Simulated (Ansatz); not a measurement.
All values below come from B3LYP-D3(BJ)/def2-SVP in Ansatz (a first-principles code). No frequencies were computed at this level.

Ansatz 0.2 input:
```yaml
crystal:
  periodic: [false, false, false]
  atoms:
    - { symbol: N, position_ang: [4.978343, 0.446294, 0.022998] }
    - { symbol: C, position_ang: [3.835124, 0.341334, 0.018872] }
    - { symbol: C, position_ang: [2.437955, 0.216363, 0.012198] }
    - { symbol: C, position_ang: [1.723046, -0.9129, 0.438458] }
    - { symbol: C, position_ang: [0.362183, -0.659026, 0.280573] }
    - { symbol: C, position_ang: [-0.66152, -1.537855, 0.593256] }
    - { symbol: C, position_ang: [-2.028588, -1.351412, 0.46227] }
    - { symbol: C, position_ang: [-2.714327, -0.241325, -0.013424] }
    - { symbol: C, position_ang: [-2.230297, 0.972726, -0.483293] }
    - { symbol: C, position_ang: [-0.91619, 1.396955, -0.600759] }
    - { symbol: C, position_ang: [0.24313, 0.711787, -0.277141] }
    - { symbol: C, position_ang: [1.539223, 1.202165, -0.422055] }
    - { symbol: H, position_ang: [2.158167, -1.817384, 0.821015] }
    - { symbol: H, position_ang: [-0.344169, -2.495093, 0.99226] }
    - { symbol: H, position_ang: [-2.647747, -2.183922, 0.772789] }
    - { symbol: H, position_ang: [-3.793979, -0.337127, -0.018805] }
    - { symbol: H, position_ang: [-2.983348, 1.683362, -0.800644] }
    - { symbol: H, position_ang: [-0.76806, 2.39539, -0.997416] }
    - { symbol: H, position_ang: [1.811053, 2.169669, -0.801151] }
basis:
  gaussian: { orbitals: def2-svp }
hamiltonian:
  xc: b3lyp
  dispersion: d3bj
relax:
  max_steps: 150
```

Output:

```
Functional definition: B3LYP
2386 factors; integrals over basis functions are off by at most 4.5e-4 eV
mean field evaluation 1: about -12988.5562 eV, gradient 6.5e1 eV
mean field evaluation 2: about -12986.4427 eV, gradient 7.5e1 eV
mean field evaluation 4: about -12999.6919 eV, gradient 6.0e0 eV
mean field evaluation 8: about -12999.8651 eV, gradient 4.8e-1 eV
mean field evaluation 16: about -12999.8658 eV, gradient 9.3e-5 eV
mean field -12999.86577862 eV, -477.7362557389 hartree, gradient 1.6e-5 eV, S^2 0.000000; 0 other end points of the search recorded, 0 dependent functions left out
reference -12999.86607120 eV, -477.7362664910 hartree; 40, 40 occupied and 163, 163 virtual orbitals, 2386 factors
relax step   1: F+E_penalty+E_count = -13000.96014959 eV  Δ(F+E_penalty+E_count) = +0.000e0 eV  max|allowed force component| = 1.793e0 eV/Å  Δτ_max = 0.0000 Å  (32 SCF iters, accepted)
these checks for a lower state are left out or cut short: starts, cluster_reference, orbital_swaps, neighbouring_geometries, increment
2386 factors; integrals over basis functions are off by at most 5.1e-4 eV
mean field -12999.94652967 eV, -477.7392232853 hartree, gradient 1.8e-5 eV, S^2 0.000000; 0 other end points of the search recorded, 0 dependent functions left out
reference -12999.94682440 eV, -477.7392341164 hartree; 40, 40 occupied and 163, 163 virtual orbitals, 2386 factors
relax step   2: F+E_penalty+E_count = -13001.03553025 eV  Δ(F+E_penalty+E_count) = -7.538e-2 eV  max|allowed force component| = 4.332e-1 eV/Å  Δτ_max = 0.0444 Å  (36 SCF iters, accepted)
these checks for a lower state are left out or cut short: starts, cluster_reference, orbital_swaps, neighbouring_geometries, increment
2386 factors; integrals over basis functions are off by at most 5.1e-4 eV
mean field evaluation 32: about -12999.9530 eV, gradient 1.9e-5 eV
mean field -12999.95304309 eV, -477.7394626491 hartree, gradient 1.8e-5 eV, S^2 0.000000; 0 other end points of the search recorded, 0 dependent functions left out
reference -12999.95333857 eV, -477.7394735077 hartree; 40, 40 occupied and 163, 163 virtual orbitals, 2386 factors
relax step   3: F+E_penalty+E_count = -13001.04029291 eV  Δ(F+E_penalty+E_count) = -4.763e-3 eV  max|allowed force component| = 6.458e-2 eV/Å  Δτ_max = 0.0107 Å  (37 SCF iters, accepted)
these checks for a lower state are left out or cut short: starts, cluster_reference, orbital_swaps, neighbouring_geometries, increment
2386 factors; integrals over basis functions are off by at most 5.1e-4 eV
mean field -12999.95313034 eV, -477.7394658554 hartree, gradient 2.2e-5 eV, S^2 0.000000; 0 other end points of the search recorded, 0 dependent functions left out
reference -12999.95342583 eV, -477.7394767143 hartree; 40, 40 occupied and 163, 163 virtual orbitals, 2386 factors
relax step   4: F+E_penalty+E_count = -13001.04034298 eV  Δ(F+E_penalty+E_count) = -5.007e-5 eV  max|allowed force component| = 8.270e-3 eV/Å  Δτ_max = 0.0016 Å  (27 SCF iters, accepted)
2386 factors; integrals over basis functions are off by at most 5.1e-4 eV
mean field -12999.95313034 eV, -477.7394658554 hartree, gradient 2.2e-5 eV, S^2 0.000000; 1 other end points of the search recorded, 0 dependent functions left out
reference -12999.95342583 eV, -477.7394767143 hartree; 40, 40 occupied and 163, 163 virtual orbitals, 2386 factors
Total energy: -13001.04063846 eV, -477.7794310417 hartree
Atom 0 at     5.032383     0.448546     0.024322 Å, force    -0.000603    -0.000738     0.000359 eV/Å
Atom 1 at     3.875132     0.344925     0.018965 Å, force     0.004946     0.001020    -0.000447 eV/Å
Atom 2 at     2.454719     0.218315     0.012102 Å, force     0.008270     0.000891     0.000690 eV/Å
Atom 3 at     1.738292    -0.923156     0.443294 Å, force    -0.000990     0.001582    -0.001123 eV/Å
Atom 4 at     0.367129    -0.663387     0.282588 Å, force    -0.003256    -0.001768     0.000404 eV/Å
Atom 5 at    -0.668206    -1.545824     0.596156 Å, force    -0.001361    -0.000239     0.000192 eV/Å
Atom 6 at    -2.047484    -1.362774     0.466072 Å, force     0.002519     0.000065     0.000377 eV/Å
Atom 7 at    -2.738571    -0.243656    -0.013404 Å, force    -0.002764    -0.000111    -0.000540 eV/Å
Atom 8 at    -2.251208     0.980242    -0.487229 Å, force     0.002192     0.000397     0.000357 eV/Å
Atom 9 at    -0.924690     1.403954    -0.603979 Å, force    -0.001376     0.000045     0.000031 eV/Å
Atom 10 at     0.247012     0.717882    -0.279388 Å, force    -0.004015     0.001349    -0.000782 eV/Å
Atom 11 at     1.552258     1.215784    -0.426939 Å, force    -0.001150    -0.002150     0.000373 eV/Å
Atom 12 at     2.175973    -1.841090     0.831296 Å, force    -0.001501     0.001586    -0.000598 eV/Å
Atom 13 at    -0.350271    -2.513334     0.999275 Å, force    -0.000082     0.000193    -0.000062 eV/Å
Atom 14 at    -2.670096    -2.204935     0.780327 Å, force     0.000768     0.000779    -0.000323 eV/Å
Atom 15 at    -3.829018    -0.340654    -0.018711 Å, force    -0.001109     0.000023    -0.000088 eV/Å
Atom 16 at    -3.009556     1.699588    -0.808301 Å, force     0.000716    -0.000859     0.000338 eV/Å
Atom 17 at    -0.778551     2.412709    -1.004889 Å, force    -0.000143    -0.000325     0.000087 eV/Å
Atom 18 at     1.824751     2.196868    -0.811557 Å, force    -0.001061    -0.001739     0.000754 eV/Å
Dipole moment:    -1.301370    -0.116016    -0.006302 e Å
```

Cost: roughly 2.7 core-minutes.
